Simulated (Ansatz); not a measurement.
Geometry optimisation of C3H6BF (`CC1CB1F`).

```yaml
crystal:
  periodic: [false, false, false]
  atoms:
    - {symbol: C, position_ang: [-1.062614, 0.323153, 0.882278]}
    - {symbol: C, position_ang: [-0.281319, -0.414338, -0.192397]}
    - {symbol: C, position_ang: [1.315158, -0.334881, -0.210873]}
    - {symbol: B, position_ang: [0.476054, 0.246595, -1.344532]}
    - {symbol: F, position_ang: [0.441920, 0.932179, -2.478472]}
    - {symbol: H, position_ang: [-2.131469, 0.427507, 0.603111]}
    - {symbol: H, position_ang: [-0.669285, 1.348297, 1.044299]}
    - {symbol: H, position_ang: [-1.018698, -0.205995, 1.858572]}
    - {symbol: H, position_ang: [-0.643354, -1.445479, -0.377016]}
    - {symbol: H, position_ang: [1.775062, 0.356339, 0.521347]}
    - {symbol: H, position_ang: [1.863845, -1.290277, -0.285715]}
basis:
  gaussian: {orbitals: def2-TZVP}
hamiltonian: {xc: pbe0, dispersion: d4}
relax: {f_tol: 0.005, max_steps: 150}
```

```sh
$ ansatz run in.yaml --threads 4 --pin off --events-out ev --progress --plain --max-ram 10444MiB
```

Output, abridged:

```
Functional definition: PBE0
mean field -6597.24111913 eV, -242.4441393575 hartree, gradient 2.9e-5 eV, S^2 0.000000; 0 other end points of the search recorded, 0 dependent functions left out
relax step   1: F+E_penalty+E_count = -6597.38925768 eV  Δ(F+E_penalty+E_count) = +0.000e0 eV  max|allowed force component| = 5.747e-1 eV/Å  Δτ_max = 0.0000 Å  (29 SCF iters, accepted)
mean field -6597.28188735 eV, -242.4456375618 hartree, gradient 1.5e-5 eV, S^2 0.000000; 0 other end points of the search recorded, 0 dependent functions left out
relax step   2: F+E_penalty+E_count = -6597.43069617 eV  Δ(F+E_penalty+E_count) = -4.144e-2 eV  max|allowed force component| = 2.228e-1 eV/Å  Δτ_max = 0.0248 Å  (33 SCF iters, accepted)
mean field -6597.28617580 eV, -242.4457951594 hartree, gradient 1.5e-5 eV, S^2 0.000000; 0 other end points of the search recorded, 0 dependent functions left out
relax step   3: F+E_penalty+E_count = -6597.43531216 eV  Δ(F+E_penalty+E_count) = -4.616e-3 eV  max|allowed force component| = 2.940e-2 eV/Å  Δτ_max = 0.0126 Å  (32 SCF iters, accepted)
mean field -6597.28624323 eV, -242.4457976376 hartree, gradient 1.5e-5 eV, S^2 0.000000; 0 other end points of the search recorded, 0 dependent functions left out
relax step   4: F+E_penalty+E_count = -6597.43540398 eV  Δ(F+E_penalty+E_count) = -9.182e-5 eV  max|allowed force component| = 2.262e-2 eV/Å  Δτ_max = 0.0047 Å  (33 SCF iters, accepted)
mean field -6597.28632166 eV, -242.4458005199 hartree, gradient 1.5e-5 eV, S^2 0.000000; 0 other end points of the search recorded, 0 dependent functions left out
relax step   5: F+E_penalty+E_count = -6597.43553131 eV  Δ(F+E_penalty+E_count) = -1.273e-4 eV  max|allowed force component| = 2.173e-2 eV/Å  Δτ_max = 0.0080 Å  (33 SCF iters, accepted)
mean field -6597.28634771 eV, -242.4458014770 hartree, gradient 1.5e-5 eV, S^2 0.000000; 0 other end points of the search recorded, 0 dependent functions left out
relax step   6: F+E_penalty+E_count = -6597.43559702 eV  Δ(F+E_penalty+E_count) = -6.571e-5 eV  max|allowed force component| = 9.637e-3 eV/Å  Δτ_max = 0.0065 Å  (33 SCF iters, accepted)
mean field -6597.28634578 eV, -242.4458014061 hartree, gradient 1.5e-5 eV, S^2 0.000000; 0 other end points of the search recorded, 0 dependent functions left out
relax step   7: F+E_penalty+E_count = -6597.43560355 eV  Δ(F+E_penalty+E_count) = -6.526e-6 eV  max|allowed force component| = 8.474e-3 eV/Å  Δτ_max = 0.0038 Å  (33 SCF iters, accepted)
mean field -6597.28635346 eV, -242.4458016883 hartree, gradient 1.5e-5 eV, S^2 0.000000; 0 other end points of the search recorded, 0 dependent functions left out
relax step   8: F+E_penalty+E_count = -6597.43561131 eV  Δ(F+E_penalty+E_count) = -7.764e-6 eV  max|allowed force component| = 3.347e-3 eV/Å  Δτ_max = 0.0015 Å  (33 SCF iters, accepted)
mean field -6597.28635346 eV, -242.4458016883 hartree, gradient 1.5e-5 eV, S^2 0.000000; 1 other end points of the search recorded, 0 dependent functions left out
Total energy: -6597.43564313 eV, -242.4512879825 hartree
Atom 0 at    -1.050143     0.322046     0.870866 Å, force    -0.000551    -0.000564    -0.000677 eV/Å
Atom 1 at    -0.283071    -0.420313    -0.196403 Å, force     0.000683     0.003347     0.000014 eV/Å
Atom 2 at     1.300883    -0.327757    -0.202460 Å, force     0.000229    -0.001270    -0.001137 eV/Å
Atom 3 at     0.470122     0.248104    -1.325942 Å, force    -0.000394    -0.002319    -0.000716 eV/Å
Atom 4 at     0.437311     0.924276    -2.448995 Å, force     0.000020     0.000988     0.000397 eV/Å
Atom 5 at    -2.104944     0.418894     0.602520 Å, force    -0.000556     0.000163     0.000202 eV/Å
Atom 6 at    -0.658413     1.333122     1.012804 Å, force     0.000337     0.000659     0.000316 eV/Å
Atom 7 at    -0.991370    -0.191839     1.834965 Å, force    -0.000244    -0.000146     0.000574 eV/Å
Atom 8 at    -0.638656    -1.435751    -0.368858 Å, force     0.000744    -0.000974     0.000492 eV/Å
Atom 9 at     1.740129     0.336177     0.539899 Å, force    -0.000873     0.000181     0.000867 eV/Å
Atom 10 at     1.843453    -1.263860    -0.297795 Å, force     0.000604    -0.000067    -0.000332 eV/Å
Dipole moment:    -0.032274    -0.123372     0.202381 e Å
```

It took 20 s on 4 threads of an Arm Neoverse V2 on a shared host, with 0.43 GiB of host memory at the peak.
